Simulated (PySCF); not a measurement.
**Polarisability and C₆ of In⁺ (indium, charge +1)**

[Kr] 4d9 5s2 5p1, one real determinant (an excited configuration). Computed with PySCF 2.14 in x2c-QZVPPall with one added diffuse shell each of s, p, d, f type (14s10p8d5f1g, 128 functions), with scalar relativity by spin-free X2C-1e. Coupled (time-dependent) response in atomic units; α is the mean over directions.

```json
{"method": "UHF", "mean α (bohr³)": "30.01", "α xx, yy, zz": "28.71, 28.71, 32.61", "C₆ (like pair)": "244.8", "S(−4)": "296.9"}
```

S(−4) is the Cauchy moment in α(ω) = α(0) + S(−4) ω² + …

Spin-orbit coupling is absent.

α(iu) at UHF:

| u (hartree) | α(iu) (bohr³) |
| --- | --- |
| 0 | 30.01 |
| 0.0500 | 29.29 |
| 0.100 | 27.35 |
| 0.200 | 21.88 |
| 0.300 | 16.75 |
| 0.500 | 10.24 |
| 0.750 | 6.452 |
| 1.00 | 4.608 |
| 1.50 | 2.865 |
| 2.00 | 2.024 |
| 3.00 | 1.192 |
| 5.00 | 0.5603 |

A single London oscillator, α(iu) = α/(1 + u²/ω²), gives C₆ = (3/4) ω α². Matching the computed C₆ needs ω = 4 × 244.8 / (3 × 30.01²) = 0.362 hartree.

For an ion, C₆ is the dispersion term alone; charge-induced terms of lower order in 1/R come first.

The components differ because the open shell of this determinant is not spherical; for a pure term their mean is the scalar polarisability.

⟨L²⟩ = 8.05 against 12 for a pure F term, so this real determinant mixes terms.
